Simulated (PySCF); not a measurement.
Gas-phase XPS of `CC(=O)N1BNBNB1`, computed

Compound: C2H8B3N3O.
Numbering: `[CH3:1][C:2](=[O:3])[N:4]1[BH:5][NH:6][BH:7][NH:8][BH:9]1`

Computed, not measured: delta-SCF UKS SCAN, pcX-2 on the ionised atom, pcseg-1 elsewhere, spin-free X2C (PySCF). Binding energies are ΔSCF values: E(core-ionised, relaxed orbitals) − E(ground state) at a fixed geometry, referred to the vacuum level.

Task: List the computed XPS lines with their assignment.

Result: 
```tsv
atom(s)	environment	level	binding energy (eV)	above the level's lowest (eV)	count
B5/B9	three-coordinate boron	B 1s	195.99	0.00	2
B7	three-coordinate boron	B 1s	196.10	+0.11	1
C1	methyl carbon next to a carbonyl	C 1s	291.01	0.00	1
C2	amide carbonyl carbon	C 1s	293.83	+2.82	1
N6/N8	boron-bound nitrogen	N 1s	404.93	0.00	2
N4	amide nitrogen	N 1s	405.00	+0.07	1
O3	amide oxygen	O 1s	537.13	0.00	1
```

The 2 B 1s values lie within 0.11 eV of each other; Gaussian lines of 0.5 eV full width would blend them into one maximum.

The listed C 1s values span 2.82 eV, from C1 (bonded to C and 3 H) to C2 (bonded to O (double bond), N and C). Summing the Pauling electronegativity differences to the bonded atoms, each weighted by its formal bond order, gives -1.05 for the lowest site and +2.27 for the highest.

The 2 N 1s values lie within 0.07 eV of each other; Gaussian lines of 0.5 eV full width would blend them into one maximum.

Task: Which photon wavelength matches the N 1s of N6/N8 threshold?

Result: λ = hc/E = 12398.42 eV Å / 404.93 eV = 30.619 Å.

Topologically equivalent atoms share the value of their first member; where this conformer doesn't relate them by symmetry, their own values could differ. Isolated species at its PBE0-D3(BJ)/def2-SVP geometry (one conformer only).

On an Arm Neoverse V2 with one thread, on a shared host, this took 1.7 min and 0.82 GiB of memory at its peak.
